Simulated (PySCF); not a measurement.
SMILES C(C(C)C)CCl (C5H11Cl), singlet at its GFN2-xTB optimised geometry (Å):

```
17

C     -0.6565    -1.4791    -1.2204
C     -0.1350    -0.7231     0.0000
C      1.3917    -0.7231     0.0000
C     -0.7052     0.7006     0.0000
C     -0.4080     1.4974     1.2592
Cl    -1.1457     0.7355     2.6972
H     -0.2824    -2.5000    -1.2238
H     -1.7436    -1.5143    -1.2183
H     -0.3298    -0.9915    -2.1368
H     -0.4861    -1.2340     0.9021
H      1.7731    -0.1621    -0.8512
H      1.7882    -0.2842     0.9116
H      1.7645    -1.7423    -0.0677
H     -1.7882     0.6469    -0.1310
H     -0.2918     1.2548    -0.8472
H     -0.8307     2.5000     1.1930
H      0.6606     1.5657     1.4563
```

Level of theory: CAM-B3LYP/def2-SVP in PySCF. Cells within 0.4 Å of a nucleus heavier than hydrogen are left out (blank, or x).

Map of the Laplacian of the electron density (e/bohr⁵), clipped to [-1.50, 1.50] on the plane z = 0.0 Å:

```
|6666666666666666666666666666666|
|6666666666666666666666666666666|
|6666666666666666666666666666666|
|6666666666666666666666666666666|
|6666666666666666666666666666666|
|6666666666666666666666666666666|
|6666666666666666666666666666666|
|6666666666666666666666666666666|
|6666666666666666666666666666666|
|6666666666667777666666666666666|
|6666666666677777766666666666666|
|6666666667777777766666666666666|
|6666666676569x67766666666666666|
|666666667502xxx7776666666666666|
|6666666676565x37777777666666666|
|6666666667777546777777766666666|
|6666666666777649666x67766666666|
|66666666666777xx34xxx7776666666|
|66666666666777xx555xx7776666666|
|6666666666677777777426766666666|
|6666666666667777777604766666666|
|6666666666666777667756766666666|
|6666666666666666666677666666666|
|6666666666666666666666666666666|
|6666666666666666666666666666666|
|6666666666666666666666666666666|
|6666666666666666666666666666666|
|6666666666666666666666666666666|
|6666666666666666666666666666666|
|6666666666666666666666666666666|
|6666666666666666666666666666666|
```
Scale: ten equal steps from -1.50 (start of '0') to 0.724 (end of '9'), in the order '0123456789'; x runs from -5.00 to 5.00, y from -5.00 (bottom) to 5.00 (top).
